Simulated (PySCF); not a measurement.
**Correlation energy of Se²⁺ (selenium, charge +2)**

[Ar] 3d10 4s2 4p2, high-spin 3P determinant. All numbers are calculated (PySCF 2.14, scalar relativity by spin-free X2C-1e, in aug-cc-pVDZ-DK (6s5p3d, 36 functions)). Frozen: [Ar] 3d10; 4 electrons correlated.

MP2 pair energies summed by pair of shells (mhartree):

```csv
pair,energy,share (%)
4s-4p,-26.70,60.7
4s-4s,-12.88,29.3
4p-4p,-4.40,10.0
```

Total MP2 correlation energy: -43.98 mhartree.

Same-spin part -6.99 and opposite-spin part -36.98 mhartree; SCS-MP2 scales them by 1/3 and 6/5 to -46.71 mhartree.

```
  level  correlation energy (mhartree)
   CCSD                         -60.44
    (T)                          -0.60
CCSD(T)                         -61.04
```

Diagnostics: T1 = 0.0059, D1 = 0.0163, largest double amplitude 0.095.

Cost of the coupled-cluster step: 0.17 s of wall time on 1 thread of Neoverse-V1 (shared host), for 4 correlated electrons.
